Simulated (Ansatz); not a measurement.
Ansatz (a program for electronic structure) input (r2SCAN/def2-TZVPD):

Ansatz 0.2 input:
```yaml
crystal:
  periodic: [false, false, false]
  atoms:
    - {symbol: O, position_ang: [-1.65774516, -1.48902766, 0.47635006]}
    - {symbol: B, position_ang: [-0.89215743, -0.45867773, -0.00386813]}
    - {symbol: O, position_ang: [-1.45674109, 0.41901933, -0.89325495]}
    - {symbol: O, position_ang: [0.38953638, -0.33396631, 0.40738218]}
    - {symbol: Si, position_ang: [1.61999850, 0.72874887, 0.08609759]}
    - {symbol: H, position_ang: [-2.37516203, 0.24429756, -1.12312413]}
    - {symbol: H, position_ang: [1.95172523, 0.70033753, -1.35472180]}
    - {symbol: H, position_ang: [1.22563099, 2.09712544, 0.48463264]}
    - {symbol: H, position_ang: [2.77821282, 0.28094112, 0.88336927]}
basis:
  gaussian:
    orbitals: def2-TZVPD
hamiltonian:
  xc: {name: r2SCAN}
magnetization: {spin_polarized: true, initial_magnetization: 1}
output: {forces: true}
```

Output:

```
Functional definition: r2SCAN
integrals: 0.17 GiB planned
1196 factors; their error is unknown
0.40 GiB of the device are held for the grids
1.28 GiB of device memory are held for the factors and their scratch space
mean field: 1.37 GiB planned
mean field evaluation 1: about -14740.5956 eV, gradient 6.9e1 eV
mean field evaluation 2: about -14313.9237 eV, gradient 2.2e2 eV
mean field evaluation 4: about -14723.0105 eV, gradient 7.7e1 eV
mean field evaluation 8: about -14762.1175 eV, gradient 4.4e0 eV
mean field evaluation 16: about -14762.2100 eV, gradient 8.8e-3 eV
mean field evaluation 32: about -14761.3258 eV, gradient 6.1e0 eV
mean field -14762.21000959 eV, -542.5012116670 hartree, gradient 2.3e-5 eV, S^2 0.754642; 3 other end points of the search recorded, 0 dependent functions left out
the calculation of the forces begins
reference -14762.21003639 eV, -542.5012126520 hartree; 24, 23 occupied and 212, 213 virtual orbitals, 1196 factors
Total energy: -14762.21003639 eV, -542.5012126520 hartree
Atom 0 at    -1.657745    -1.489028     0.476350 Å, force     0.039546     0.084067    -0.048229 eV/Å
Atom 1 at    -0.892157    -0.458678    -0.003868 Å, force    -0.069714    -0.084710     0.036808 eV/Å
Atom 2 at    -1.456741     0.419019    -0.893255 Å, force     0.043339     0.046934    -0.018533 eV/Å
Atom 3 at     0.389536    -0.333966     0.407382 Å, force     0.105629     0.032972     0.016659 eV/Å
Atom 4 at     1.619998     0.728749     0.086098 Å, force    -0.134453    -0.099116     0.022191 eV/Å
Atom 5 at    -2.375162     0.244298    -1.123124 Å, force    -0.033841    -0.033020     0.011716 eV/Å
Atom 6 at     1.951725     0.700338    -1.354722 Å, force     0.017227     0.001499    -0.068817 eV/Å
Atom 7 at     1.225631     2.097125     0.484633 Å, force    -0.016714     0.066790     0.017161 eV/Å
Atom 8 at     2.778213     0.280941     0.883369 Å, force     0.048981    -0.015417     0.031043 eV/Å
Dipole moment:    -0.073080     0.208501    -0.187182 e Å
```

It need not be the lowest isomer of its formula.
